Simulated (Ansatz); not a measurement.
Job for Ansatz (a program for electronic structure): U-SVWN5/def2-TZVPP on F2+, 2S+1 = 2, a spin state set in the input, which need not be the lowest, a point of a bond scan (R = 1.278 Å). Charge +1.

Ansatz 0.2 input:
```yaml
crystal:
  periodic: [false, false, false]
  atoms:
    - {symbol: F, position_ang: [0.00000000, 0.00000000, 0.00000000]}
    - {symbol: F, position_ang: [0.00000000, 0.00000000, 1.27808500]}
basis:
  gaussian:
    orbitals: def2-TZVPP
    pivot_positions_ang: [[0.00000000, 0.00000000, 0.00000000], [0.00000000, 0.00000000, 1.27808500]]
hamiltonian:
  xc: {name: SVWN5}
total_charge: 1
magnetization: {spin_polarized: true, initial_magnetization: 1}
output: {forces: true, orbitals: {seedname: ./end}}
```

Task: Predict the final total energy.

Result: -197.7741 hartree.
